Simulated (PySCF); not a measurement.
## Computed data sheet: `CN(C)CP1CCOCC1`

Species: C₇H₁₆NOP.
Bonds: C1–N2, N2–C3, N2–C4, C4–P5, P5–C6, C6–C7, C7–O8, O8–C9, C9–C10, P5–C10. Hydrogens: H11, H12, H13 on C1; H14, H15, H16 on C3; H17, H18 on C4; H19, H20 on C6; H21, H22 on C7; H23, H24 on C9; H25, H26 on C10.

Among its groups: ether, amine and phosphine.

**PBE0-D3(BJ)/def2-SVP geometry optimisation, gas phase (PySCF)**

| Property | Result |
| --- | --- |
| Point group | C1 |
| Rotational constants A, B, C | 2.523, 0.587, 0.556 GHz |

From PBE0/pcSseg-1 ground state and GIAO shieldings, non-relativistic (PySCF):

| Quantity | Value |
| --- | --- |
| Dipole moment | 1.38 D |
| HOMO energy | -6.10 eV |
| LUMO energy | 0.94 eV |
| HOMO–LUMO gap | 7.04 eV |
| Lowest Hirshfeld atomic charge | -0.15 e on O8 |
| Highest Hirshfeld atomic charge | +0.14 e on P5 |
| 13C chemical shifts (computed TMS as zero) by class | 67.6 (C7/C9), 66.2 (C4), 46.3 (C1/C3), 28.3 (C6/C10) ppm |
| 1H chemical shifts (computed TMS as zero) by class | 3.67 (H21/H22/H23/H24), 2.24 (H17/H18), 2.18 (H11/H12/H13/H14/H15/H16), 1.29 (H19/H20/H25/H26) ppm |
| Isotropic shieldings of nuclei other than C and H, by class | 235 (N2), 286 (O8), 395 (P5) ppm |
| Mayer bond orders between heavy atoms | C1–N2 0.97, N2–C3 0.99, N2–C4 0.96, C4–P5 0.94, P5–C6 0.95, C6–C7 1.02, C7–O8 0.94, O8–C9 0.94, C9–C10 1.02, C10–P5 0.95 |

Monoisotopic mass (most abundant isotopes): 161.0970 u.

The rotational constants make it an asymmetric top with κ = (2B − A − C)/(A − C) = -0.97, nearer the prolate limit (−1). In atomic units the dipole is 0.54 e·bohr (1 au = 2.5417 D). With B = h/(8π²I), that is 505.379 GHz u Å² over I, the principal moments of inertia are 200.3, 861.0 and 909.2 u Å² (most abundant isotopes).

 NMR classes are plain means over equivalent atoms (diastereotopic ones count apart unless rotation or inversion swaps them), as if these changed places fast; in this geometry the members of some classes differ.

One conformer stands for the species.
